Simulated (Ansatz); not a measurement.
The cluster Li4F5⁻. The state is a singlet with charge -1. Geometry B3LYP-D4/def2-SVPD.

Cartesian coordinates in Å:
```
Li 1.791 0.529 0.085
Li -1.538 -0.834 -0.947
Li -0.066 -0.995 0.887
Li -0.661 1.163 -0.056
F -2.192 0.819 -0.812
F 3.411 0.874 -0.102
F 0.314 -0.286 -0.863
F 0.359 0.713 1.398
F -1.418 -1.983 0.411
```

Another isomer (singlet) lies 1.01 eV lower at PBE0-D4/def2-TZVPD; other spin states weren't run for this one.

Problem. Estimate the orbital energies around the gap (eV) in Ansatz with PBE-D4/def2-TZVPD, BLYP-D4/def2-TZVPD, r2SCAN-D4/def2-TZVPD, PBE0-D4/def2-TZVPD, r2SCAN0-D4/def2-TZVPD.

Solution. 
```json
{"orbital": "HOMO−13", "PBE-D4/def2-TZVPD": "-5.15", "BLYP-D4/def2-TZVPD": "-5.09", "r2SCAN-D4/def2-TZVPD": "-5.55", "PBE0-D4/def2-TZVPD": "-7.17", "r2SCAN0-D4/def2-TZVPD": "-7.48"}
{"orbital": "HOMO−12", "PBE-D4/def2-TZVPD": "-4.87", "BLYP-D4/def2-TZVPD": "-4.82", "r2SCAN-D4/def2-TZVPD": "-5.27", "PBE0-D4/def2-TZVPD": "-6.86", "r2SCAN0-D4/def2-TZVPD": "-7.18"}
{"orbital": "HOMO−11", "PBE-D4/def2-TZVPD": "-4.64", "BLYP-D4/def2-TZVPD": "-4.60", "r2SCAN-D4/def2-TZVPD": "-5.02", "PBE0-D4/def2-TZVPD": "-6.59", "r2SCAN0-D4/def2-TZVPD": "-6.90"}
{"orbital": "HOMO−10", "PBE-D4/def2-TZVPD": "-4.51", "BLYP-D4/def2-TZVPD": "-4.48", "r2SCAN-D4/def2-TZVPD": "-4.90", "PBE0-D4/def2-TZVPD": "-6.47", "r2SCAN0-D4/def2-TZVPD": "-6.78"}
{"orbital": "HOMO−9", "PBE-D4/def2-TZVPD": "-4.03", "BLYP-D4/def2-TZVPD": "-4.01", "r2SCAN-D4/def2-TZVPD": "-4.38", "PBE0-D4/def2-TZVPD": "-5.96", "r2SCAN0-D4/def2-TZVPD": "-6.25"}
{"orbital": "HOMO−8", "PBE-D4/def2-TZVPD": "-3.99", "BLYP-D4/def2-TZVPD": "-3.97", "r2SCAN-D4/def2-TZVPD": "-4.35", "PBE0-D4/def2-TZVPD": "-5.92", "r2SCAN0-D4/def2-TZVPD": "-6.21"}
{"orbital": "HOMO−7", "PBE-D4/def2-TZVPD": "-3.90", "BLYP-D4/def2-TZVPD": "-3.88", "r2SCAN-D4/def2-TZVPD": "-4.27", "PBE0-D4/def2-TZVPD": "-5.85", "r2SCAN0-D4/def2-TZVPD": "-6.15"}
{"orbital": "HOMO−6", "PBE-D4/def2-TZVPD": "-3.68", "BLYP-D4/def2-TZVPD": "-3.66", "r2SCAN-D4/def2-TZVPD": "-4.06", "PBE0-D4/def2-TZVPD": "-5.63", "r2SCAN0-D4/def2-TZVPD": "-5.94"}
{"orbital": "HOMO−5", "PBE-D4/def2-TZVPD": "-3.67", "BLYP-D4/def2-TZVPD": "-3.64", "r2SCAN-D4/def2-TZVPD": "-4.05", "PBE0-D4/def2-TZVPD": "-5.62", "r2SCAN0-D4/def2-TZVPD": "-5.93"}
{"orbital": "HOMO−4", "PBE-D4/def2-TZVPD": "-3.51", "BLYP-D4/def2-TZVPD": "-3.49", "r2SCAN-D4/def2-TZVPD": "-3.88", "PBE0-D4/def2-TZVPD": "-5.44", "r2SCAN0-D4/def2-TZVPD": "-5.74"}
{"orbital": "HOMO−3", "PBE-D4/def2-TZVPD": "-3.38", "BLYP-D4/def2-TZVPD": "-3.36", "r2SCAN-D4/def2-TZVPD": "-3.75", "PBE0-D4/def2-TZVPD": "-5.30", "r2SCAN0-D4/def2-TZVPD": "-5.60"}
{"orbital": "HOMO−2", "PBE-D4/def2-TZVPD": "-2.13", "BLYP-D4/def2-TZVPD": "-2.12", "r2SCAN-D4/def2-TZVPD": "-2.43", "PBE0-D4/def2-TZVPD": "-4.01", "r2SCAN0-D4/def2-TZVPD": "-4.28"}
{"orbital": "HOMO−1", "PBE-D4/def2-TZVPD": "-1.84", "BLYP-D4/def2-TZVPD": "-1.83", "r2SCAN-D4/def2-TZVPD": "-2.14", "PBE0-D4/def2-TZVPD": "-3.64", "r2SCAN0-D4/def2-TZVPD": "-3.91"}
{"orbital": "HOMO", "PBE-D4/def2-TZVPD": "-1.78", "BLYP-D4/def2-TZVPD": "-1.77", "r2SCAN-D4/def2-TZVPD": "-2.09", "PBE0-D4/def2-TZVPD": "-3.60", "r2SCAN0-D4/def2-TZVPD": "-3.87"}
{"orbital": "LUMO", "PBE-D4/def2-TZVPD": "2.20", "BLYP-D4/def2-TZVPD": "2.19", "r2SCAN-D4/def2-TZVPD": "2.61", "PBE0-D4/def2-TZVPD": "2.56", "r2SCAN0-D4/def2-TZVPD": "2.76"}
{"orbital": "LUMO+1", "PBE-D4/def2-TZVPD": "2.53", "BLYP-D4/def2-TZVPD": "2.48", "r2SCAN-D4/def2-TZVPD": "2.82", "PBE0-D4/def2-TZVPD": "2.77", "r2SCAN0-D4/def2-TZVPD": "2.93"}
{"orbital": "LUMO+2", "PBE-D4/def2-TZVPD": "2.54", "BLYP-D4/def2-TZVPD": "2.51", "r2SCAN-D4/def2-TZVPD": "2.83", "PBE0-D4/def2-TZVPD": "2.78", "r2SCAN0-D4/def2-TZVPD": "2.93"}
{"orbital": "LUMO+3", "PBE-D4/def2-TZVPD": "2.88", "BLYP-D4/def2-TZVPD": "2.84", "r2SCAN-D4/def2-TZVPD": "3.20", "PBE0-D4/def2-TZVPD": "3.14", "r2SCAN0-D4/def2-TZVPD": "3.32"}
{"orbital": "LUMO+4", "PBE-D4/def2-TZVPD": "3.31", "BLYP-D4/def2-TZVPD": "3.28", "r2SCAN-D4/def2-TZVPD": "3.62", "PBE0-D4/def2-TZVPD": "3.55", "r2SCAN0-D4/def2-TZVPD": "3.72"}
{"orbital": "LUMO+5", "PBE-D4/def2-TZVPD": "3.34", "BLYP-D4/def2-TZVPD": "3.30", "r2SCAN-D4/def2-TZVPD": "3.65", "PBE0-D4/def2-TZVPD": "3.58", "r2SCAN0-D4/def2-TZVPD": "3.75"}
```
